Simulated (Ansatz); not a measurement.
SnH2MeI (CH₅ISn). The state is a singlet with charge 0. Geometry PBE0-D4/def2-SVP, basis def2-TZVP, Ansatz.

| run | HOMO (eV) | LUMO (eV) |
| --- | --- | --- |
| A | -8.58 | -0.19 |
| B | -6.96 | -1.47 |
| C | -6.23 | -1.92 |
| D | -6.37 | -2.17 |
| E | -6.93 | -1.38 |
| F | -6.52 | -1.67 |

In the def2 sets I, Sn take a core potential; there is no spin–orbit coupling. HSE06 is defined as in plane-wave codes, on full-range PBE exchange.

The runs used CAM-B3LYP, HSE06, LDA (SPW92), PBE, r2SCAN, r2SCANh. Estimate which is which.

A CAM-B3LYP (range-separated); B HSE06 (range-separated); C PBE (0 % exact exchange); D LDA (SPW92) (0 % exact exchange); E r2SCANh (10 % exact exchange); F r2SCAN (0 % exact exchange). Exact exchange lowers occupied and raises empty levels; among semilocal functionals meta-GGAs tend to open the gap a little, and such runs are hard to tell apart. The gap grows from 4.20 eV (LDA (SPW92)) to 8.39 eV (CAM-B3LYP).
